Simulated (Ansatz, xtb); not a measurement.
**Relative energy of two isomers of C4H10OSi**

Structure X: `CC1(C)C[SiH2]O1`, a singlet. Structure Y: `C[C@@H]1CO[SiH2]C1`, a singlet. Both are isolated molecules in the gas phase, relaxed with PBE-D3(BJ)/def2-SVP; each stands in its lowest conformer found.

Energies in hartree; the thermal terms are from GFN2-xTB frequencies at re-optimised GFN2-xTB minima (ideal gas, soft modes damped towards free rotors, one conformer each, 298.15 K, 1 atm) and include the zero-point energy:

```
                              X           Y
E, CCSD(T)/def2-SVP  −521.787653  −521.802160
    E, MP2/def2-SVP  −521.691751  −521.705975
  E, MP2/def2-TZVPP  −522.262169  −522.275235
  zero-point energy     0.129557     0.131292
       H(298 K) − E     0.138114     0.139382
       G(298 K) − E     0.098559     0.100507
```

**Question.** Correct the CCSD(T) difference for the basis set by the MP2 change, then work out ΔE, ΔE₀, ΔH and ΔG for X → Y in kJ/mol (1 Eh = 2625.50 kJ/mol) and the equilibrium ratio [Y]/[X].

**Answer.** 1. Differences Y − X: CCSD(T) −0.014507, MP2 in the small set −0.014224, MP2 in the large set −0.013066 Eh.
2. ΔE = −0.014507 + (−0.013066 − (−0.014224)) = −0.013349 Eh = −35.05 kJ/mol.
3. ΔE₀ = ΔE + ΔZPE = −0.013349 + (+0.001735) Eh = −30.49 kJ/mol.
4. ΔH = ΔE + (+0.001268) Eh = −31.72 kJ/mol.
5. ΔG = ΔE + (+0.001948) Eh = −29.93 kJ/mol, so ΔS = (ΔH − ΔG)/T = −6.0 J/(mol K).
6. kT = 0.9442 mEh, so K = [Y]/[X] = exp(−ΔG/kT) = exp(+12.07) ≈ 1.8 × 10^5.

Structure Y is favoured at this temperature. An error of 4 kJ/mol in ΔG would change K by a factor of 5. Mirror images and further conformers aren't counted.

As drawn, both hold the same kinds of bond in the same numbers. Structure X has 2 methyl groups, Y 1. Structure X has a 4-membered ring, Y a 5-membered ring.

Other levels gave ΔE = −45.7 (GFN2-xTB); −78.4 (HF/STO-3G, GFN2-xTB geometries); −40.6 (r2SCAN-D4/def2-SVP, GFN2-xTB geometries); −38.6 (PBE-D3(BJ)/def2-SVP); −50.5 (HF/def2-SVP); −37.3 (MP2/def2-SVP); −38.1 (CCSD(T)/def2-SVP) kJ/mol. The correlated steps freeze 10 core orbitals. Programs: Ansatz 0.2.0, xtb 6.7.1.
